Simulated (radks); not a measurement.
Hg III, 78 electrons, occupied as [Xe] 4f14 5d10.

Method: non-relativistic Kohn-Sham, r2SCAN, spin-polarised, spherical densities, point nucleus; meta-GGA in the generalised Kohn-Sham scheme; relativity is left out, which matters for an element this heavy; computed with a radial shooting solver on a logarithmic mesh with Libxc functionals.

Energy parts (eV):
| part | energy |
|---|---|
| total | -501028.67 |
| kinetic | 500909.89 |
| electron-nucleus | -1191776.91 |
| Hartree | 199339.07 |
| exchange-correlation | -9500.73 |

Orbitals (lengths in bohr, moments of r in powers of bohr; r(max) is where P^2 peaks):
orbital  occ.  eigenvalue (eV)   r(max)
1s          2        -75122.58  0.01256
2s          2        -12617.41  0.06821
2p          6        -12131.90  0.05293
3s          2        -2992.921   0.1861
3p          6        -2763.704   0.1751
3d         10        -2336.804   0.1377
4s          2        -661.2837   0.4143
4p          6        -560.9763   0.4135
4d         10        -376.7958   0.4059
4f         14        -130.1321   0.3628
5s          2        -113.0998   0.9162
5p          6         -80.7646   0.9690
5d         10         -29.9154    1.148

The highest occupied level is 5d at -29.915 eV. The density falls to 0.001 e/bohr^3 at r = 3.38 bohr. The electron density at the nucleus is 3.675e+05 e/bohr^3. For comparison, the ionisation energy in NIST's Atomic Spectra Database is 34.49 eV (measured). In exact Kohn-Sham theory the highest level is minus the ionisation energy, but local and semilocal functionals leave it too shallow, through self-interaction and a potential that decays too fast; potentials with the right tail come closer. Virial ratio -V/T = 2.00024.
